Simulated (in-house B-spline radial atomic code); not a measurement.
Orbital energies and mean radii along the 21-electron series, configuration 1s2 2s2 2p6 3s2 3p6 3d3/2(3). The effective charge is n√(-2ε), a non-relativistic measure. Computed with a radial B-spline atomic code at the basis-set limit: Dirac-Hartree-Fock, jj configuration that fills j = l - 1/2 first, finite nuclei.

```tsv
ion	Z	energy of 2p3/2 (Eh)	mean radius of 2p3/2 (bohr)	energy of 3d3/2 (Eh)	mean radius of 3d3/2 (bohr)	energy of 3s1/2 (Eh)	mean radius of 3s1/2 (bohr)	effective charge of 2p3/2
Zn9+	30	-47.694	0.19834	-8.7374	0.62412	-13.625	0.63181	19.533
Ga10+	31	?	?	?	?	?	?	?
Ge11+	32	-57.767	0.18379	-11.987	0.55196	-17.516	0.57561	21.497
As12+	33	-63.185	0.17728	-13.783	0.52218	-19.639	0.55102	22.483
Se13+	34	?	?	?	?	?	?	?
Br14+	35	-74.782	0.16551	-17.718	0.47176	-24.244	0.50751	24.459
Kr15+	36	?	?	?	?	?	?	?
Rb16+	37	-87.393	0.15519	-22.107	0.43057	-29.327	0.4702	26.441
Sr17+	38	-94.079	0.15049	-24.472	0.41265	-32.049	0.45347	27.434
Zr19+	40	-108.21	0.14187	-29.542	0.38104	-37.857	0.42323	29.422
```

Problem. Fill in the row of Ga10+.

Solution. energy of 2p3/2 (Eh): -52.604; mean radius of 2p3/2 (bohr): 0.1908; energy of 3d3/2 (Eh): -10.305; mean radius of 3d3/2 (bohr): 0.58564; energy of 3s1/2 (Eh): -15.511; mean radius of 3s1/2 (bohr): 0.60243; effective charge of 2p3/2: 20.514.

Problem. Fill in the row of Se13+.

Solution. energy of 2p3/2 (Eh): -68.857; mean radius of 2p3/2 (bohr): 0.1712; energy of 3d3/2 (Eh): -15.694; mean radius of 3d3/2 (bohr): 0.49562; energy of 3s1/2 (Eh): -21.882; mean radius of 3s1/2 (bohr): 0.52839; effective charge of 2p3/2: 23.47.

Problem. Fill in the row of Kr15+.

Solution. energy of 2p3/2 (Eh): -80.961; mean radius of 2p3/2 (bohr): 0.16019; energy of 3d3/2 (Eh): -19.856; mean radius of 3d3/2 (bohr): 0.45019; energy of 3s1/2 (Eh): -26.726; mean radius of 3s1/2 (bohr): 0.48816; effective charge of 2p3/2: 25.45.

Problem. How does the screening of 2p3/2 change?

Solution. Z less the effective charge goes from 10.47 at Z = 30 to 10.58 at Z = 40.
